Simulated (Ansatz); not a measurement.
`C[O][W]([OH])([F])(=[S])[Cl]`. Total charge 0; spin multiplicity 1. Correlated methods include outer-core shells of W, which these sets cover unevenly. W takes the def2 core potential.

```xyz
11

C    -0.134    1.621    0.952
O     0.636    0.559    0.466
W     0.395   -1.072   -0.344
O    -0.571   -0.081   -1.653
F    -0.617   -2.491   -1.050
S     2.339   -1.559   -1.008
Cl   -0.005   -2.048    1.700
H    -0.873    1.909    0.198
H    -0.645    1.312    1.869
H     0.524    2.463    1.168
H    -1.049   -0.612   -2.299
```

Question: Give the diagnostics of a CCSD(T)/def2-TZVPP run (frozen core, the Gaussian-basis code of Ansatz). (An estimate is asked.)

Answer: Computed: T1 = 0.0214, largest single amplitude 0.041, largest double 0.032, (T) share of the correlation energy 5.0 %, 14 CCSD cycles. The RHF solution is stable towards an unrestricted one. T1 lies over the customary mark of 0.02 for closed shells; compounds of d metals often pass it without a breakdown.
